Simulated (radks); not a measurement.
Question: These are the eigenvalues of the occupied orbitals of an atom or ion with whole-number occupations (eV). All-electron calculation, non-relativistic Kohn-Sham, TPSS, spin-polarised, spherical densities, point nucleus; meta-GGA in the generalised Kohn-Sham scheme. Program: a radial shooting solver on a logarithmic mesh with Libxc functionals.

1s up: -73405.96
1s down: -73405.47
2s up: -12485.56
2s down: -12485.38
2p up: -12011.41
2p down: -12011.03
3s up: -3137.046
3s down: -3136.815
3p up: -2913.966
3p down: -2913.629
3d up: -2499.504
3d down: -2499.144
4s up: -880.5475
4s down: -879.9893
4p up: -783.9607
4p down: -783.3223
4d up: -606.8525
4d down: -606.0795
4f up: -369.3600
4f down: -368.2798
5s up: -339.4900
5s down: -333.3392
5p up: -304.4382

Which element is it, and in what charge state? The configuration may be excited. Open shells, if any, are filled with parallel spins first.

Answer: Z = 79, gold, charge +14: Au14+ in [Kr] 4d10 4f14 5s2 5p3. The list shows which subshells hold electrons but not how many an open one holds; the 1s level, -2697.6 hartree, gives Z - s = 73.5 by -(Z - s)^2/2, which with screening narrows Z to a few neighbours, and the depths of the outer levels then fix element, charge and occupations together.
